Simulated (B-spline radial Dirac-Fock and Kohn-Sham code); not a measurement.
**Total and shell-resolved photoionisation of Pr³⁺**

System: praseodymium as Pr³⁺, [Xe] 4f2.

Input file task.json (cfg lists n, l and occupation; rrms is the nuclear radius in fm):

```json
{"items": [{
  "Z": 59,
  "q": 3,
  "cfg": [[1, 0, 2], [2, 0, 2], [2, 1, 6], [3, 0, 2], [3, 1, 6], [3, 2, 10], [4, 0, 2], [4, 1, 6], [4, 2, 10], [4, 3, 2], [5, 0, 2], [5, 1, 6]],
  "A": 141,
  "rrms": 4.8919,
  "do": ["binding", "quiet", "photo"],
  "hv": [26.8, 68.8, 85.6, 89.9, 419.0, 641.0, 966.0, 992.0, 1210.0, 1250.0, 1360.0, 2730.0, 13500.0, 25000.0, 27500.0, 31600.0, 42600.0, 51800.0, 59900.0, 90200.0, 92200.0, 107000.0, 148000.0, 150000.0]
}]}
```

Command: `python xray_run.py task.json out`

The computed values come from a radial finite-basis atomic code: the independent-particle Dirac-Slater model, thresholds from Dirac-Fock.

Computed thresholds (eV): K 42024.1, L1 6877.2, L2 6477.4, L3 6001.0, M1 1546.8, M2 1377.3, M3 1281.1, M4 988.6, M5 968.5, N1 349.8, N2 284.4, N3 263.7, N4 154.4, N5 150.8, N6 36.23, N7 35.88, O1 74.94, O2 54.37, O3 51.16.

```
photon energy (eV)  total (b)  K (%)  L (%)  M (%)  N (%)  O (%)
              68.8  2.992e+06      –      –      –   74.5   25.5
              85.6  2.748e+06      –      –      –   77.1   22.9
              89.9  2.647e+06      –      –      –   77.8   22.2
               419  1.553e+06      –      –      –   93.7    6.3
               641     926500      –      –      –   94.2    5.8
               966     473200      –      –      –   93.9    6.1
               992  2.507e+06      –      –   82.0   16.9    1.1
              1210  1.571e+06      –      –   80.3   18.4    1.3
              1250  1.460e+06      –      –   80.1   18.6    1.3
              1360  1.400e+06      –      –   82.5   16.3    1.2
              2730     309900      –      –   82.8   15.8    1.5
             13500      23050      –   78.9   16.9    3.7    0.5
             25000       4272      –   79.0   16.7    3.7    0.6
             27500       3278      –   79.0   16.7    3.7    0.6
             31600       2223      –   79.0   16.6    3.7    0.6
             42600       5501   82.6   13.8    2.9    0.7    0.1
             51800       3302   83.3   13.2    2.8    0.6    0.1
             59900       2241   83.8   12.8    2.7    0.6    0.1
             90200      732.3   84.6   12.2    2.6    0.6    0.1
             92200      689.1   84.6   12.1    2.5    0.6    0.1
            107000      455.0   84.8   12.0    2.5    0.6    0.1
            148000      182.8   85.1   11.8    2.5    0.6    0.1
            150000      176.0   85.1   11.8    2.5    0.6    0.1
```

Problem. With what power of the photon energy does the total fall between 148000 and 150000 eV?

Solution. As E^-2.82. The non-relativistic Born limit for an s electron far above threshold is E^-3.5; near threshold and at relativistic energies the fall is slower.

Run: 7.6 s of CPU time on 1 thread of Neoverse-V2 (shared host), peak memory 0.46 GiB.
